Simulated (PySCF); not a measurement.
C4H7N3O2Si.
SMILES with atom numbers: `[CH3:1][O:2][C:3](=[O:4])[c:5]1[n:6][cH:7][n:8]([SiH3:9])[n:10]1` (hydrogens: H11, H12, H13 on C1; H14 on C7; H15, H16, H17 on Si9)

Level of theory: PySCF, PBE0-D3(BJ)/def2-SVP geometry optimisation, gas phase.

Problem. List the bond lengths, angles and torsions at this level.

Solution. 
```json
{"bond": "C1–O2", "length (Å)": "1.415", "order": "single"}
{"bond": "O2–C3", "length (Å)": "1.332", "order": "single"}
{"bond": "C3=O4", "length (Å)": "1.202", "order": "double"}
{"bond": "C3–C5", "length (Å)": "1.487", "order": "single"}
{"bond": "C5–N6", "length (Å)": "1.360", "order": "aromatic"}
{"bond": "N6–C7", "length (Å)": "1.308", "order": "aromatic"}
{"bond": "C7–N8", "length (Å)": "1.362", "order": "aromatic"}
{"bond": "N8–Si9", "length (Å)": "1.793", "order": "single"}
{"bond": "N8–N10", "length (Å)": "1.341", "order": "aromatic"}
{"bond": "C5–N10", "length (Å)": "1.321", "order": "aromatic"}
{"bond": "C1–H11, C1–H12, C1–H13", "length (Å)": "1.099", "order": "single"}
{"bond": "C7–H14", "length (Å)": "1.090", "order": "single"}
{"bond": "Si9–H15, Si9–H16, Si9–H17", "length (Å)": "1.486", "order": "single"}
```

Bonds in one row agree within 0.01 Å and their mean is given. Orders are formal, as drawn. A selection of angles:
```json
{"angle": "C1–O2–C3", "degrees": "115.4"}
{"angle": "O2–C3–O4", "degrees": "124.4"}
{"angle": "O2–C3–C5", "degrees": "111.4"}
{"angle": "O4–C3–C5", "degrees": "124.2"}
{"angle": "C3–C5–N6", "degrees": "124.9"}
{"angle": "C3–C5–N10", "degrees": "120.7"}
{"angle": "N6–C5–N10", "degrees": "114.4"}
{"angle": "C5–N6–C7", "degrees": "102.8"}
{"angle": "N6–C7–N8", "degrees": "110.6"}
{"angle": "C7–N8–Si9", "degrees": "132.5"}
{"angle": "C7–N8–N10", "degrees": "108.8"}
{"angle": "Si9–N8–N10", "degrees": "118.7"}
{"angle": "C5–N10–N8", "degrees": "103.3"}
```

Dihedral angles: C1–O2–C3–O4 -1° (synperiplanar); O2–C3–C5–N6 -4° (synperiplanar). The mirror-image conformer, all signs reversed, is as good.

Si9 (SiH3 silicon) is distorted tetrahedral (angles from 104.4° to 111.7°). The C–N distances run from 1.308 Å (N6–C7, aromatic) to 1.362 Å (C7–N8, aromatic), a spread of 0.054 Å. N8 (pyrrole-type nitrogen) is planar (angles 132.5°, 118.7° and 108.8°, sum 360.0°, 0.00 Å off the plane of its three neighbours). The 5-membered ring C5–N6–C7–N8–N10 has internal angles of 102.8° to 114.4° (sum 540°, against 540° for a flat polygon); it is planar, 0.00 Å rms from its mean plane, widest ring torsion 0°. Of the pairs four or more bonds apart, O4···H12 is among the closest relative to their van der Waals radii: 2.61 Å, 96 % of the sum of Bondi's values. N10 (pyridine-type nitrogen) is bent (angle 103.3°). O2 (ester single-bonded oxygen) is bent (angle 115.4°).

Point group: near Cs, missed by 0.17 Å at most; the miss may be what the optimiser left on a soft mode. PBE0-D3(BJ)/def2-SVP frequencies: not computed here. The numbers are those of one conformer.
